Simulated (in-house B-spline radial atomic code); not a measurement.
## Functionals against NIST's ionisation energies down a group: N³⁺ to Bi³⁺

Ionisation energies as differences of self-consistent total energies from an all-electron radial atomic-structure program (B-spline basis): all electrons, radial basis limit, scalar-relativistic (one-electron X2C), spin-polarised at highest spin, spherical densities; exact exchange is averaged over the determinants of each configuration. No spin-orbit coupling, Breit or QED terms. NIST's values run from ground level to ground level, so in open shells the differences also hold multiplet and fine-structure energies that spherical high-spin averages miss. Columns give computed minus NIST, in eV; a star marks a semi-empirical value. Species are left out where the tabulated value is theory, is uncertain by more than 0.12 eV, or (13 ions, such as In⁴⁺, Te⁴⁺ and Bi⁴⁺) lies off its series for all methods alike, which flatters the means a little.

| species | shell | NIST (eV) | Hartree-Fock | LDA VWN5 | PBEsol | wB97X |
| --- | --- | --- | --- | --- | --- | --- |
| N³⁺ | 2s | 77.47 | -2.45 | -1.26 | -1.36 | -1.84 |
| P³⁺ | 3s | 51.44 | -1.64 | +0.09 | -0.25 | -0.44 |
| Sb³⁺ | 5s | 43.80 ± 0.03 | -2.17 | +0.68 | +0.15 | -0.15 |
| Bi³⁺ | 6s | 45.37 ± 0.06 | -2.81 | +0.22 | -0.27 | -0.80 |

**Question.** How do the methods rank, and which species is hardest?

**Answer.** Mean absolute (signed) differences: PBEsol 0.51 (-0.43) eV; LDA VWN5 0.56 (-0.07) eV; wB97X 0.81 (-0.81) eV; Hartree-Fock 2.27 (-2.27) eV. For N³⁺, which loses a 2s electron, the nearest method is off by -1.26 eV, the largest such miss. Hartree-Fock comes too low mainly by the correlation energy of the removed electron.
